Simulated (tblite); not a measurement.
Compound: C₈H₉ (doublet state).
SMILES with atom numbers: `[CH3:1][CH2:2][c:3]1[cH:4][c:5][cH:6][cH:7][cH:8]1` (hydrogens: H9, H10, H11 on C1; H12, H13 on C2; H14 on C4; H15 on C6; H16 on C7; H17 on C8)

Structure used (GFN2-xTB), in Å, numbered top down from 1:
```xyz
17
C8H9 angstrom
C     -2.2367    0.8154    0.2885
C     -1.3759    0.0253   -0.6989
C     -0.0253   -0.2624   -0.1073
C      0.1797   -1.4238    0.6454
C      1.4100   -1.6235    1.1927
C      2.4698   -0.7741    1.0702
C      2.2640    0.3861    0.3267
C      1.0300    0.6284   -0.2492
H     -3.2139    1.0250   -0.1409
H     -2.3740    0.2500    1.2076
H     -1.7561    1.7587    0.5383
H     -1.2567    0.6022   -1.6188
H     -1.8789   -0.9114   -0.9476
H     -0.6272   -2.1301    0.7764
H      3.4278   -0.9777    1.5234
H      3.0730    1.0924    0.2025
H      0.8833    1.5315   -0.8257
```

Computed geometry: GFN2-xTB, gas phase. This method treats the open shell by occupation alone, without spin polarisation.

Masses are those of the commonest isotopes; rigid-rotor values at the optimised geometry. The values belong to one conformer with, in the numbering `[CH3:1][CH2:2][c:3]1[cH:4][c:5][cH:6][cH:7][cH:8]1`, C1–C2–C3–C4 89°.

Question: Give the principal moments of inertia and the rotational constants in MHz.

Answer: Ia = 104.71, Ib = 333.61, Ic = 397.41 u·Å²; 505379 MHz·u·Å²/I gives A = 4827, B = 1515, C = 1272 MHz.

Question: Classify the top.

Answer: An asymmetric top; Ray's κ = -0.863.

Question: Is it planar, by Δ = Ic − Ia − Ib?

Answer: Not planar: Δ = Ic − Ia − Ib = -40.90 u·Å². For a rigid frame Δ = −2 Σ m c², so Σ m c² = 20.45 u·Å² lies off the ab plane: 6.95 from hydrogen and 13.50 from heavier atoms. The atom farthest from that plane is 1.33 Å away.

Question: Give the other two planar moments, Paa and Pbb, and the rms extents of the mass along the axes.

Answer: Paa = Σ m a² = (Ib + Ic − Ia)/2 = 313.16 and Pbb = Σ m b² = (Ia + Ic − Ib)/2 = 84.26 u·Å². With the mass M = 105.07 u, the rms extents √(P/M) along a, b and c are 1.73, 0.90, 0.44 Å.

Question: Where do the levels up to J = 3 lie, in K?

Answer: Above 0(0,0), as E/k:
J = 1: 1(0,1) 0.134, 1(1,1) 0.293, 1(1,0) 0.304
J = 2: 2(0,2) 0.401, 2(1,2) 0.548, 2(1,1) 0.583, 2(2,1) 1.060, 2(2,0) 1.061
J = 3: 3(0,3) 0.799, 3(1,3) 0.932, 3(1,2) 1.002, 3(2,2) 1.462, 3(2,1) 1.465, 3(3,1) 2.286, 3(3,0) 2.286

For this open shell read J as N, the rotation without spin; fine and hyperfine splittings come on top. Its GFN2-xTB frequencies are all real (lowest 40 cm⁻¹). Constants of a rigid frame at the computed geometry: no zero-point averaging, no centrifugal distortion.

Hardware: an Arm Neoverse V1 with one thread, on a shared host. Cost: 0.21 s wall. These figures are those of the optimisation.
